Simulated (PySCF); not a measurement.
Cd(SeH)(SiH3) (CdH₄SeSi), SMILES [SiH3][Cd][SeH]. Atoms are numbered in the order given.

```xyz
7

Cd    -0.2057    -0.2784     0.2608
Se     0.9193     1.3671    -1.2605
H      2.2124     0.6695    -1.0976
Si    -1.3460    -1.9258     1.7918
H     -2.1718    -2.8997     1.0161
H     -2.2435    -1.2249     2.7592
H     -0.3357    -2.6988     2.5763
```
Charge 0, spin multiplicity 1.

Coordinates come from a B3LYP-D3(BJ)/def2-SVP optimisation. The def2 effective core potentials stand for the cores of Cd; spin–orbit coupling is left out. The values are those of a single conformer.

Level of theory: HF/def2-TZVPD (PySCF).

Gas-phase values at a fixed geometry.

The total energy is -2858.01731 hartree. The highest occupied level is -9.10 eV and the lowest empty level comes out as 1.04 eV. The orbital gap is 10.14 eV and the dipole moment is 1.81 D. The quadrupole, principal values (traceless, Buckingham form, about the centre of nuclear charge) is -13.98, 3.53, 10.45 D·Å and the mean static polarisability is 95.1 bohr³ (14.10 Å³). The polarisability, principal values is 75.7, 76.6, 133.1 bohr³.
